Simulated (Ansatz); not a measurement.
Al₁₀Sb₉Cl₃⁻, relaxed as a doublet with UKS PBE-D4/def2-SVP in Ansatz, starting from the PBE-D4/def2-SVP geometry of the neutral singlet. Force threshold 0.03 eV/Å.

In the def2 sets Sb takes a core potential; there is no spin–orbit coupling. Single mean-field runs in def2-SVP are fitted with def2-universal-jkfit.

Start:

```xyz
22

Al   -1.896   -3.843    0.317
Al    1.920   -1.290    1.833
Al   -2.542   -3.078   -1.988
Al   -0.521   -1.142   -0.241
Al    0.870    0.470   -3.047
Al   -2.478    0.760   -0.740
Al    1.561    3.019   -0.705
Al   -1.961   -0.273    2.047
Al   -0.136    1.391    0.661
Al    2.922    2.095    1.269
Sb   -4.332   -2.710   -0.011
Sb   -0.527   -2.549    2.151
Sb    2.067    0.809    3.488
Sb   -4.398    0.032    0.979
Sb   -1.578   -0.754   -2.758
Sb    1.998   -0.031   -0.621
Sb    0.536    3.122   -3.173
Sb   -1.349    3.250   -0.943
Sb   -0.657    1.776    3.214
Cl    3.460   -2.776    1.846
Cl    1.984   -0.457   -4.624
Cl    5.055    2.177    1.046
```

Problem. Estimate the energy that the relaxation releases and the steps that it takes.

Solution. 0.53 eV, in 10 steps; 82 s on 2 threads of AMD EPYC 7R13 on a shared host and a share (18 GiB) of an NVIDIA H100 80GB HBM3. The force fell under the threshold at step 9, but the optimiser went on. No frequencies were taken in this run, so the end may be a saddle point.

Problem. Does the start keep its bonding and symmetry?

Solution. By distances, no bond broke or formed, bridged metal pairs apart. The bond that changes most is Al4–Sb15, from 2.76 to 3.13 Å (atoms count from 1). Metal–metal contacts that move far: Al3–Al4 3.30 to 2.75 Å.

Problem. Predict the relaxed structure.

Solution. 
Cartesian coordinates in Å:
```
Al -1.7020 -3.7497 0.3500
Al 1.8223 -1.2781 1.9437
Al -2.1943 -2.8176 -1.9166
Al -0.5996 -1.2824 -0.2857
Al 0.7134 0.4892 -3.0382
Al -2.4824 0.7124 -0.7632
Al 1.5441 2.9330 -0.7208
Al -1.9530 -0.2928 2.0733
Al -0.1600 1.2587 0.5965
Al 2.9042 1.9571 1.2131
Sb -4.1770 -2.7381 -0.0782
Sb -0.5328 -2.5456 2.4020
Sb 2.0610 0.8695 3.5243
Sb -4.3798 0.0055 0.9816
Sb -1.8056 -0.4759 -3.0606
Sb 1.9145 -0.1752 -0.6379
Sb 0.5311 3.1600 -3.1666
Sb -1.3194 3.2362 -0.8951
Sb -0.6528 1.8260 3.1312
Cl 3.4743 -2.6737 1.9631
Cl 1.9359 -0.4086 -4.5863
Cl 5.0579 1.9901 0.9703
```
Bond lengths (bridged metal pairs left out): 25 × Al–Sb 2.63 to 2.99 Å; 3 × Sb–Sb 2.90 to 2.95 Å; 3 × Al–Cl 2.16 to 2.17 Å; 3 × Al–Al 2.56 to 2.78 Å.
